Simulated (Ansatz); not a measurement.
(NaH)n: PBE-D4/def2-SVP single points in Ansatz on relaxed structures, gas phase. Each cluster is the lowest isomer that a short search found in that spin, judged at the geometry's level, and lower ones may exist. The structures are stationary points that may keep the symmetry of their start.

```tsv
species	atoms	state	geometry	HOMO (eV)	LUMO (eV)	gap (eV)	point group (within 0.1 Å)
(NaH)2 ring (Na2H2)	4	singlet	PBE0-D4/def2-TZVP	-3.93	-1.24	2.69	D2h
(NaH)4 ring (Na4H4)	8	singlet	PBE-D4/def2-SVP	-4.45	-0.67	3.78	D4h
(NaH)4 cube (Na4H4)	8	singlet	PBE-D4/def2-SVP	-4.43	-0.64	3.78	Td
Na3H3	6	singlet	PBE0-D4/def2-TZVP	-4.54	-0.67	3.87	D3h
Na5H5	10	singlet	PBE0-D4/def2-SVP	-4.58	-0.45	4.13	–
Na6H6	12	singlet	PBE-D4/def2-SVP	-4.36	-0.60	3.76	D3d
```

The gap (eV) runs from 2.69 ((NaH)2 ring) to 4.13 (Na5H5).
